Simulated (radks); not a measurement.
Results of a calculation; reference values are marked as such.
Ionisation of the vanadium ion V2+, [Ar] 3d3, to V3+, [Ar] 3d2, under several functionals. Scalar-relativistic Kohn-Sham, spin-unpolarised, spherical densities, finite nucleus; a radial shooting solver on a logarithmic mesh with Libxc functionals.

| functional | E(V2+) (hartree) | Exc (hartree) | IE (eV) | -e(HOMO) (eV) | <r> HOMO (bohr) | IE error (eV) |
|---|---|---|---|---|---|---|
| B86b exchange with PBE correlation | -948.44551 | -45.02826 | 28.922 | 21.339 | 1.320 | -0.389 |
| PW91 | -948.47043 | -45.05488 | 28.996 | 21.400 | 1.320 | -0.315 |
| TASK exchange with Perdew-Wang LDA correlation | -947.98681 | -44.57126 | 27.835 | 20.203 | 1.278 | -1.477 |
| PBE | -948.19340 | -44.76976 | 28.897 | 21.317 | 1.321 | -0.414 |
| OLYP | -948.59250 | -45.21227 | 28.962 | 21.315 | 1.318 | -0.349 |
| LDA (Slater exchange, Perdew-Wang correlation) | -946.23339 | -42.76497 | 29.162 | 21.587 | 1.317 | -0.149 |
| exchange-only r2SCAN | -947.46096 | -44.01188 | 27.245 | 19.796 | 1.331 | -2.066 |
| BLYP | -948.47229 | -45.04588 | 28.895 | 21.332 | 1.328 | -0.416 |

NIST Atomic Spectra Database: 29.311 eV (measured). Closest: LDA (Slater exchange, Perdew-Wang correlation). The Delta-SCF values span 1.92 eV, the total energies 2.36 hartree. The highest occupied level is 3d. Spin polarisation and multiplet splitting are left out, so open shells lie too high by an amount that depends on their filling.

Beside tabulated values, note that spin-unpolarised runs miss the spin-polarisation part of the exchange energy of open shells.
